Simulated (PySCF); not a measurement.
Species: potassium fluoride, KF.
SMILES with atom numbers: `[F:1][K:2]`

Method: core-valence-separated Tamm–Dancoff BHandHLYP/aug-pcX-1 (def2-SVPD on K) in PySCF, non-relativistic, gas phase, PBE0-D3(BJ)/def2-SVP geometry.

Computed fluorine K-edge spectrum, Gaussian lines of 0.3 eV full width, highest printed point 100; it ends one width below the last computed root. The energies are unshifted.

(photon energy (eV), absorption): (679.0, 0), (679.1, 1), (679.2, 3), (679.3, 9), (679.4, 14), (679.5, 12), (679.6, 5), (679.7, 1), (679.8, 0), (679.9, 0), (680.0, 0), (680.1, 0), (680.2, 0), (680.3, 0), (680.4, 0), (680.5, 2), (680.6, 15), (680.7, 52), (680.8, 98), (680.9, 100), (681.0, 56), (681.1, 17), (681.2, 3), (681.3, 0), (681.4, 0), (681.5, 1), (681.6, 5), (681.7, 8), (681.8, 8), (681.9, 4), (682.0, 1), (682.1, 0), (682.2, 0), (682.3, 0), (682.4, 0), (682.5, 1), (682.6, 4)

Q: Where are the maxima, and which lines make them up?

A: 3 maxima:
- 679.4 eV: F1 (fluorine bonded to K), 679.42 eV, f = 0.001, 100 % of the height at the exact maximum
- 680.9 eV: F1 (fluorine bonded to K), 680.85 eV, f = 0.006, sum of 2, 100 % of the height at the exact maximum
- 681.7 eV: F1 (fluorine bonded to K), 681.74 eV, f = 0.001, 100 % of the height at the exact maximum

Roots within 0.03 eV on the same or equivalent atoms count as one line; shares under 12 % aren't listed.

Vibrational structure and lifetime widths aren't in the curve. The ionisation threshold wasn't computed; near and above it a finite basis only mimics Rydberg series and continuum.

Rough CPU time on one thread of a shared machine: about 1.4 s.
